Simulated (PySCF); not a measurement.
Cl (SMILES [Cl]), doublet; TPSS/pcseg-1 in PySCF.

Here is a job for PySCF.
```python
from pyscf import gto, scf, dft

mol = gto.M(
    atom='''
Cl    0.00000000    0.00000000    0.00000000
''',
    basis='pcseg-1',
    spin=1,
    verbose=4,
)

mf = dft.UKS(mol)
mf.xc = 'tpss'
mf.grids.atom_grid = (30, 110)
mf.kernel()
```

The log (banner, timings and long lists left out):

```
PySCF version 2.14.0

[INPUT] verbose = 4
[INPUT] num. atoms = 1
[INPUT] num. electrons = 17
[INPUT] charge = 0
[INPUT] spin (= nelec alpha-beta = 2S) = 1
[INPUT] symmetry False subgroup None
[INPUT] Mole.unit = angstrom
[INPUT] Symbol           X                Y                Z      unit          X                Y                Z       unit  Magmom
[INPUT]  1 Cl     0.000000000000   0.000000000000   0.000000000000 AA    0.000000000000   0.000000000000   0.000000000000 Bohr   0.0

nuclear repulsion = 0
number of shells = 3
number of NR pGTOs = 44
number of NR cGTOs = 18
basis = pcseg-1
ecp = {}

******** <class 'pyscf.dft.uks.UKS'> ********
method = UKS
initial guess = minao
damping factor = 0
level_shift factor = 0
DIIS = <class 'pyscf.scf.diis.CDIIS'>
diis_start_cycle = 1
diis_space = 8
diis_damp = 0
SCF conv_tol = 1e-09
SCF conv_tol_grad = None
SCF max_cycles = 50
direct_scf = True
direct_scf_tol = 1e-13
number electrons alpha = 9  beta = 8
XC library pyscf.dft.libxc version 7.1.2
    S. Lehtola, C. Steigemann, M. J. T. Oliveira, and M. A. L. Marques,  SoftwareX 7, 1–5 (2018)
XC functionals = tpss
    J. Tao, J. P. Perdew, V. N. Staroverov, and G. E. Scuseria,  Phys. Rev. Lett. 91, 146401 (2003)
    J. P. Perdew, J. Tao, V. N. Staroverov, and G. E. Scuseria,  J. Chem. Phys. 120, 6898 (2004)
    J. Tao, J. P. Perdew, V. N. Staroverov, and G. E. Scuseria,  Phys. Rev. Lett. 91, 146401 (2003)
    J. P. Perdew, J. Tao, V. N. Staroverov, and G. E. Scuseria,  J. Chem. Phys. 120, 6898 (2004)
radial grids:
    Treutler-Ahlrichs [JCP 102, 346 (1995); DOI:10.1063/1.469408] (M4) radial grids

becke partition: Becke, JCP 88, 2547 (1988); DOI:10.1063/1.454033
pruning grids: <function nwchem_prune>
grids dens level: 3
symmetrized grids: False
atomic radii adjust function: <function treutler_atomic_radii_adjust>
User specified grid scheme (30, 110)
small_rho_cutoff = 0
Set gradient conv threshold to 3.16228e-05
tot grids = 2424
init E= -460.10483801489

cycle= 1 E= -460.14133779743  delta_E= -0.0365  |g|= 0.0534  |ddm|= 0.788
cycle= 2 E= -460.143594370355  delta_E= -0.00226  |g|= 0.0131  |ddm|= 0.0945
cycle= 3 E= -460.143673665338  delta_E= -7.93e-05  |g|= 0.00806  |ddm|= 0.038
cycle= 4 E= -460.143717642676  delta_E= -4.4e-05  |g|= 0.000385  |ddm|= 0.0158
cycle= 5 E= -460.143717750827  delta_E= -1.08e-07  |g|= 2.21e-05  |ddm|= 0.00078
cycle= 6 E= -460.143717753943  delta_E= -3.12e-09  |g|= 2.1e-05  |ddm|= 0.000297
cycle= 7 E= -460.143717759989  delta_E= -6.05e-09  |g|= 2.14e-05  |ddm|= 0.000583
cycle= 8 E= -460.143717561378  delta_E= 1.99e-07  |g|= 3.4e-05  |ddm|= 0.0215
cycle= 9 E= -460.143717527795  delta_E= 3.36e-08  |g|= 3.93e-05  |ddm|= 0.00437
cycle= 10 E= -460.143717378016  delta_E= 1.5e-07  |g|= 0.000182  |ddm|= 0.0216
cycle= 11 E= -460.143717287913  delta_E= 9.01e-08  |g|= 0.000287  |ddm|= 0.0327
cycle= 12 E= -460.143717302783  delta_E= -1.49e-08  |g|= 0.000255  |ddm|= 0.0143
cycle= 13 E= -460.143717306027  delta_E= -3.24e-09  |g|= 0.000245  |ddm|= 0.000538
cycle= 14 E= -460.14371734606  delta_E= -4e-08  |g|= 7.87e-05  |ddm|= 0.00497
cycle= 15 E= -460.143717350596  delta_E= -4.54e-09  |g|= 2.26e-05  |ddm|= 0.00024
cycle= 16 E= -460.143717351023  delta_E= -4.28e-10  |g|= 1.26e-05  |ddm|= 0.000428
Extra cycle  E= -460.143717351155  delta_E= -1.32e-10  |g|= 1.65e-06  |ddm|= 2.07e-05
converged SCF energy = -460.143717351155  <S^2> = 0.75220866  2S+1 = 2.0022074
```
